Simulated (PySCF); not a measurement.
**`c1cc(C#C)ccc1N`, C₈H₇N**

Cartesian coordinates in Å; atom numbers follow the order of the lines, from 1:
```xyz
16

C     3.979    0.292   -0.869
C     2.801    0.140   -0.618
C     1.417   -0.040   -0.322
C     0.628    1.029    0.140
C    -0.717    0.857    0.426
C    -1.335   -0.396    0.262
N    -2.658   -0.579    0.586
C    -0.548   -1.467   -0.200
C     0.797   -1.291   -0.485
H     5.022    0.427   -1.090
H     1.089    2.010    0.272
H    -1.307    1.704    0.787
H    -3.123   -1.391    0.204
H    -3.241    0.244    0.645
H    -1.005   -2.451   -0.333
H     1.389   -2.134   -0.844
```

The calculation used PySCF 2.14.0, quadratic response CAM-B3LYP/aug-cc-pVDZ first hyperpolarisability, Taylor convention, gas phase. Geometry: PBE0-D3(BJ)/def2-SVP.

Q: Give the tensor of the second harmonic β(−2ω;ω,ω) at 1907 nm in the axes of these coordinates.

A: In au, Taylor convention; rows are the first index (the induced dipole):
```
       xx     yy     zz      xy      xz     yz
x  -902.7  +34.2  -56.1  -124.0  +189.0  +44.2
y  -124.0  +13.7  -13.8   +32.4   +43.0   +1.4
z  +189.5   +0.8  +22.3   +43.1   -53.7  -13.8
```
Norm of βᵢ = ⅓ Σⱼ (βᵢⱼⱼ + βⱼᵢⱼ + βⱼⱼᵢ): 956.5 au, hyper-Rayleigh value 405.4 au.
